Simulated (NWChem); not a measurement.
MgSiH₃OCl; SMILES [SiH3][O][Mg][Cl]

```xyz
7

Mg     0.1074    -0.8464    -0.0011
Cl     0.3506    -3.0359     0.0003
O     -0.0911     0.9423    -0.0022
Si    -0.2727     2.5870    -0.0032
H     -1.0702     3.0449    -1.2005
H      1.0669     3.2817    -0.0480
H     -0.9939     3.0549     1.2378
```
Atoms are numbered in this order, from 1.

Computed with NWChem. Pople sets run with spherical d functions. Structure relaxed at the PBE-D3(BJ)/def2-SVP level. Vertical excitations in the gas phase.

Question: What does the run give for PBE0/6-31G*, full TDDFT? Quantities: lowest excitation, singlet (eV); oscillator strength of that lowest state; lowest state with f > 0.02, singlet (eV); oscillator strength of that bright state; orbital gap (eV).

Answer: 
```
Property                                  Value
----------------------------------------  -----
lowest excitation, singlet (eV)            5.19
oscillator strength of that lowest state  0.014
lowest state with f > 0.02, singlet (eV)   5.81
oscillator strength of that bright state  0.051
orbital gap (eV)                           6.45
```
